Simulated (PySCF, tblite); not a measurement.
Compound: C3H13FSi3.
Atom-mapped SMILES: `[CH3:1][Si@@H:2]([CH2:3][SiH3:4])[CH2:5][SiH2:6][F:7]` (hydrogens: H8, H9, H10 on C1; H11 on Si2; H12, H13 on C3; H14, H15, H16 on Si4; H17, H18 on C5; H19, H20 on Si6)

Cartesian coordinates in Å at the GFN2-xTB level; atoms count from 1:
```
atom  x, y, z in Å
C1     0.8068   -2.3659   -0.0307
Si2   -0.1949   -0.8882    0.6237
C3     0.9694    0.5246    1.1440
Si4    2.0729    1.2608   -0.2143
C5    -1.3929   -0.2902   -0.7299
Si6   -2.3501    1.2852   -0.3276
F7    -3.4179    1.5301   -1.5173
H8     0.1692   -3.2249   -0.2171
H9     1.5676   -2.6720    0.6806
H10    1.3086   -2.1227   -0.9629
H11   -0.9797   -1.3172    1.8004
H12    1.6091    0.1659    1.9502
H13    0.3670    1.3246    1.5736
H14    1.2540    1.8339   -1.2859
H15    2.9456    0.2239   -0.7735
H16    2.9149    2.3192    0.3546
H17   -2.1067   -1.0879   -0.9386
H18   -0.8356   -0.1395   -1.6553
H19   -1.5347    2.4919   -0.3413
H20   -3.1777    1.1591    0.8643
```

Computed, not measured: PBE0/pcSseg-1 in PySCF (dipole) on a GFN2-xTB geometry, gas phase.

Masses are those of the commonest isotopes; rigid-rotor values at the optimised geometry. The values belong to one conformer with, in the numbering `[CH3:1][Si@@H:2]([CH2:3][SiH3:4])[CH2:5][SiH2:6][F:7]`, C1–Si2–C3–Si4 61°, C1–Si2–C5–Si6 -174°, Si2–C5–Si6–F7 -174°.

**Question.** What are A, B and C (cm⁻¹)?

**Answer.** Ia = 290.26, Ib = 673.86, Ic = 845.93 u·Å²; 505379 MHz·u·Å²/I gives 1741, 750.0 and 597.4 MHz, that is A = 0.05808, B = 0.02502, C = 0.01993 cm⁻¹.

**Question.** What kind of rotor is it?

**Answer.** An asymmetric top: κ = (2 × 750.0 − 1741 − 597.4)/(1741 − 597.4) = -0.73.

**Question.** Is it planar, by Δ = Ic − Ia − Ib?

**Answer.** Not planar: Δ = Ic − Ia − Ib = -118.18 u·Å². For a rigid frame Δ = −2 Σ m c², so Σ m c² = 59.09 u·Å² lies off the ab plane: 20.32 from hydrogen and 38.77 from heavier atoms. The atom farthest from that plane is 1.68 Å away.

**Question.** List the rotational levels J(Ka,Kc) to J = 2 (MHz).

**Answer.** Above 0(0,0):
J = 1: 1(0,1) 1347, 1(1,1) 2339, 1(1,0) 2491
J = 2: 2(0,2) 4026, 2(1,2) 4881, 2(1,1) 5338, 2(2,1) 8312, 2(2,0) 8328

**Question.** Predict some low-J microwave lines.

**Answer.** The dipole components are |μa| = 2.09 D, |μb| = 0.70 D, |μc| = 0.60 D. Intensities carry the squares of the components, which stand as 1.00 : 0.11 : 0.08 (a : b : c). Some lines, for components of 0.1 D or more:

| type | branch | J(Ka,Kc) | MHz | lower level (cm⁻¹) |
| --- | --- | --- | --- | --- |
| a | Q | 2(1,1) ← 2(1,2) | 458 | 0.163 |
| c | Q | 4(1,4) ← 4(0,4) | 498 | 0.442 |
| c | Q | 3(1,3) ← 3(0,3) | 680 | 0.267 |
| a | Q | 3(1,2) ← 3(1,3) | 914 | 0.290 |
| c | Q | 1(1,1) ← 1(0,1) | 991 | 0.045 |
| b | R | 3(1,2) ← 2(2,1) | 1287 | 0.277 |
| b | R | 1(1,1) ← 0(0,0) | 2339 | 0.000 |
| b | Q | 4(2,2) ← 4(1,3) | 2707 | 0.509 |
| b | Q | 3(2,1) ← 3(1,2) | 2836 | 0.320 |
| a | R | 2(1,1) ← 1(1,0) | 2847 | 0.083 |
| b | R | 4(1,3) ← 3(2,2) | 2903 | 0.412 |
| c | Q | 2(2,1) ← 2(1,1) | 2973 | 0.178 |
| b | Q | 2(2,0) ← 2(1,1) | 2990 | 0.178 |
| b | R | 2(1,2) ← 1(0,1) | 3533 | 0.045 |
| a | R | 3(2,2) ← 2(2,1) | 4042 | 0.277 |
| a | R | 3(1,2) ← 2(1,1) | 4260 | 0.178 |
| c | Q | 4(3,2) ← 4(2,2) | 5156 | 0.599 |
| b | Q | 4(3,1) ← 4(2,2) | 5164 | 0.599 |
| b | Q | 3(3,0) ← 3(2,1) | 5268 | 0.415 |
| a | R | 4(3,2) ← 3(3,1) | 5419 | 0.590 |
| b | R | 3(2,2) ← 2(1,1) | 7016 | 0.178 |
| b | R | 3(2,1) ← 2(1,2) | 7554 | 0.163 |
| b | R | 4(2,3) ← 3(1,2) | 8132 | 0.320 |
| c | R | 4(3,1) ← 3(2,1) | 10693 | 0.415 |
| b | R | 4(4,0) ← 3(3,1) | 12865 | 0.590 |

**Question.** Estimate the classical rotational partition function at 25 K, 100 K and 298.15 K.

**Answer.** Point group C1, symmetry number σ = 1; q = (√π/σ)·√((kT/h)³/(ABC)), k/h = 20836.6 MHz/K: 23900 at 25 K, 191000 at 100 K, 983000 at 298.15 K.

Its GFN2-xTB frequencies are all real (lowest 30 cm⁻¹). These are rigid-rotor constants of the computed structure; measured ground-state constants (B0) also hold zero-point vibration. A rigid rotor knows nothing of internal rotation, which can split or shift real lines.
